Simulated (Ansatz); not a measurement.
One change: `[OH][Zr]([OH])([OH])[F]` becomes `[OH][Ti]([OH])([OH])[F]`.

Ansatz, PBE0-D4/def2-TZVP geometries, multiplicity 1. Each molecule was computed in one conformer, which needn't be the lowest.

Elements past krypton have def2 core potentials. Scalar relativity is left out up to krypton.

```json
{"property": "LUMO energy (ωB97M-V/def2-TZVPP) / eV", "`[OH][Zr]([OH])([OH])[F]`": "0.60"}
{"property": "HOMO–LUMO gap (B3LYP/def2-TZVPP) / eV", "`[OH][Zr]([OH])([OH])[F]`": "8.13"}
{"property": "HOMO–LUMO gap (ωB97M-V/def2-TZVPP) / eV", "`[OH][Zr]([OH])([OH])[F]`": "11.99"}
{"property": "LUMO energy (B3LYP/def2-TZVPP) / eV", "`[OH][Zr]([OH])([OH])[F]`": "-0.55"}
{"property": "HOMO energy (B3LYP/def2-TZVPP) / eV", "`[OH][Zr]([OH])([OH])[F]`": "-8.68"}
{"property": "HOMO energy (ωB97M-V/def2-TZVPP) / eV", "`[OH][Zr]([OH])([OH])[F]`": "-11.39"}
```

Problem. Give the same properties after the change, and the shifts. (An estimate is asked.)

Solution. Computed: 
```csv
property,`[OH][Ti]([OH])([OH])[F]`,shift
LUMO energy (ωB97M-V/def2-TZVPP) / eV,0.66,0.06
HOMO–LUMO gap (B3LYP/def2-TZVPP) / eV,7.14,-0.99
HOMO–LUMO gap (ωB97M-V/def2-TZVPP) / eV,12.42,0.43
LUMO energy (B3LYP/def2-TZVPP) / eV,-1.90,-1.35
HOMO energy (B3LYP/def2-TZVPP) / eV,-9.04,-0.36
HOMO energy (ωB97M-V/def2-TZVPP) / eV,-11.76,-0.37
```

With PBE0 the HOMO falls by 0.36 eV and the LUMO falls by 1.33 eV, so the gap narrows by about 0.97 eV. PBE moves the HOMO by -0.33 eV and ωB97M-V by -0.37 eV.

B3LYP here is the variant with VWN-RPA as its local correlation; programs differ in this.
